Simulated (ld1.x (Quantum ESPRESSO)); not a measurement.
## Transferability test, RRKJ potential for S

ld1.x (Quantum ESPRESSO) 7.5 input, shortened:

```
&input
   title='S', zed=16., rel=1, dft='PZ', iswitch=3,
   config='[Ne] 3s2 3p4'
 /
 &inputp
   pseudotype=2, tm=.false., lloc=0,
   nlcc=.false.
 /
2
3P  2  1   4.00   0.00  1.35  1.35  0.0
3S  1  0   2.00   0.00  1.35  1.35  0.0
 &test
   configts(1)='3s2 3p4'
 /
```

Energies are relative to the spin-unpolarised reference configuration 3s2 3p4; without spin polarisation the order of configurations can differ from experiment. Spin-polarised rows fill each open shell by Hund’s rule, majority spin first.

Task: Give the all-electron excitation energy and the error of the potential for: 3s2 3p3; 3s2 3p2; 3s2 3p1; 3s0 3p6; 3s2 3p3.5; 3s1 3p4; 3s2 3p0; 3s2 3p4 (spin-polarised); 3s2 3p3 (spin-polarised).

Result:

```csv
valence configuration,charge,ΔE all-electron (eV),error AE − PS (meV)
3s2 3p3,+1,11.863,+4.1
3s2 3p2,+2,34.236,+33
3s2 3p1,+3,68.394,+129
3s0 3p6,0,20.607,+8.9
3s2 3p3.5,+0.5,4.709,+0.6
3s1 3p4,+1,22.660,+10
3s2 3p0,+4,115.377,+367
3s2 3p4 (spin-polarised),0,-0.706,+63
3s2 3p3 (spin-polarised),+1,9.898,+202
```
